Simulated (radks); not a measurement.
Values are calculated unless marked as measured or tabulated.
Re III, 73 electrons, occupied as [Xe] 4f14 5d4.5 5f0.5 (fractional occupations, a model configuration). Code: a radial shooting solver on a logarithmic mesh with Libxc functionals. Model: scalar-relativistic Kohn-Sham, PBEsol, spin-polarised, spherical densities, finite nucleus; open shells are filled with parallel spins first (spin-orbit coupling, left out, can overturn this in heavy ions); Fermi nuclear charge, rms radius 5.3698 fm.

Unscreened Slater integrals over Kohn-Sham orbitals (eV). They are taken over the spin-up orbitals.

\begin{tabular}{lr}
integral & value \\ \hline
F0(5f,5f) & 4.2489 \\
F2(5f,5f) & 2.2282 \\
F4(5f,5f) & 1.4531 \\
F6(5f,5f) & 1.0637 \\
F0(5f,5d) & 5.4691 \\
F2(5f,5d) & 1.0982 \\
F4(5f,5d) & 0.46793 \\
G1(5f,5d) & 0.64372 \\
G3(5f,5d) & 0.37911 \\
G5(5f,5d) & 0.26280 \\
F0(5f,4f) & 5.5571 \\
F2(5f,4f) & 0.20214 \\
F4(5f,4f) & 0.046226 \\
F6(5f,4f) & 0.025089 \\
G0(5f,4f) & 0.038027 \\
G2(5f,4f) & 0.036640 \\
G4(5f,4f) & 0.026077 \\
G6(5f,4f) & 0.019563 \\
F0(5f,5p) & 5.5172 \\
F2(5f,5p) & 0.62923 \\
G2(5f,5p) & 0.12859 \\
G4(5f,5p) & 0.086506 \\
F0(5d,5d) & 14.304 \\
F2(5d,5d) & 7.4525 \\
F4(5d,5d) & 4.9227 \\
F0(5d,4f) & 18.475 \\
F2(5d,4f) & 4.2302 \\
F4(5d,4f) & 1.9727 \\
G1(5d,4f) & 1.5639 \\
G3(5d,4f) & 1.3825 \\
G5(5d,4f) & 1.0823 \\
F0(5d,5p) & 16.472 \\
F2(5d,5p) & 8.0209 \\
G1(5d,5p) & 9.5020 \\
G3(5d,5p) & 5.8636 \\
F0(4f,4f) & 43.062 \\
F2(4f,4f) & 20.907 \\
F4(4f,4f) & 13.209 \\
F6(4f,4f) & 9.5296 \\
F0(4f,5p) & 24.880 \\
F2(4f,5p) & 7.8751 \\
G2(4f,5p) & 3.3775 \\
G4(4f,5p) & 2.7463 \\
F0(5p,5p) & 20.298 \\
F2(5p,5p) & 10.945 \\
\end{tabular}

Derived for the open shells (J is the average intra-shell exchange parameter used in DFT+U). 5d: Racah B = F2/49 - 5 F4/441 = 0.09628 eV, C = 35 F4/441 = 0.3907 eV, C/B = 4.06, F4/F2 = 0.661, J = (F2 + F4)/14 = 0.8839 eV. 5f: F4/F2 = 0.652, F6/F2 = 0.477, J = (286 F2 + 195 F4 + 250 F6)/6435 = 0.1844 eV.
